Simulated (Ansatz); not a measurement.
Reaction (ligand exchange at the Si–C bond): `C[Si](F)(F)C=O` + HCl → `C[Si](F)(F)Cl` + `C=O`

Computed with Ansatz on PBE0-D4/def2-TZVP structures; ΔE is electronic, products minus reactants. CCSD(T)/CBS is the MP2 limit (def2-TZVPP, def2-QZVPP) plus CCSD(T) − MP2 in def2-TZVPP, frozen cores. This one scheme is used for every species. Functionals use def2-TZVPP. Each species was taken in one conformer, which may not be the lowest.

CCSD(T)/CBS gives -126.7 kJ/mol.

Task: Another level gave -120.2 kJ/mol. Which?
A. PBE-D4/def2-TZVPP
B. MP2/def2-TZVPP
C. B2PLYP/def2-TZVPP
D. HF/def2-TZVPP

Result: A. PBE-D4 -120.2, B2PLYP -127.4, HF/def2-TZVPP -137.2, MP2/def2-TZVPP -131.6 kJ/mol.

Largest T1 diagnostic among the species: 0.015.

In def2-TZVPP, CCSD(T) changes the Hartree–Fock value by +12.6 kJ/mol (the triples alone add +1.1 kJ/mol) and MP2 by +5.5 kJ/mol. From PBE to PBE0 (25 % exact exchange), in def2-TZVPP and without D4, ΔE moves by −5.7 kJ/mol.
